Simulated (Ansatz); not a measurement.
Question: Name a neutral molecule of C, S, Si, Sn and H with LUMO energy (PBE/def2-TZVPP) between -3.95 and -3.65 eV and HOMO–LUMO gap (PBE0/def2-TZVPP) between 3.45 and 3.75 eV (Ansatz, PBE0-D4/def2-TZVP geometry).

Answer: `S=C[SiH2][SnH3]` (-3.70 eV, 3.61 eV). Other molecules can fit too; these were computed, each in one conformer that needn't be the lowest.
